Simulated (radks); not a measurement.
Problem. The mean radii <r> (bohr) of the occupied orbitals of an atom or ion are listed with their occupations. Calculated with a radial shooting solver on a logarithmic mesh with Libxc functionals: scalar-relativistic Kohn-Sham, XLYP, spin-polarised, spherical densities, point nucleus.

orbital  occ.      <r>
1s up       1  0.02073
1s down     1  0.02073
2s up       1  0.08808
2s down     1  0.08808
2p up       3  0.07806
2p down     3  0.07806
3s up       1   0.2299
3s down     1   0.2298
3p up       3   0.2289
3p down     3   0.2288
3d up       5   0.2079
3d down     5   0.2078
4s up       1   0.5183
4s down     1   0.5184
4p up       3   0.5493
4p down     3   0.5495
4d up       5   0.5943
4d down     5   0.5952
5s up       1    1.246
5s down     1    1.257
5p up       3    1.451
5p down     3    1.468
4f up       7   0.7782
4f down     3   0.7989

Name the element and its charge. Open shells, if any, are filled with parallel spins first.

Solution. Z = 67, holmium, charge +3: Ho3+ in [Xe] 4f10. The 1s radius gives Z: for a bare nucleus <r> = (2 gamma + 1)/(2Z) with gamma = sqrt(1 - (Z/c)^2), 0.02048 bohr for Z = 67, and screening makes it slightly larger (0.02073 here). The occupations add up to 64, and the charge is Z minus that.
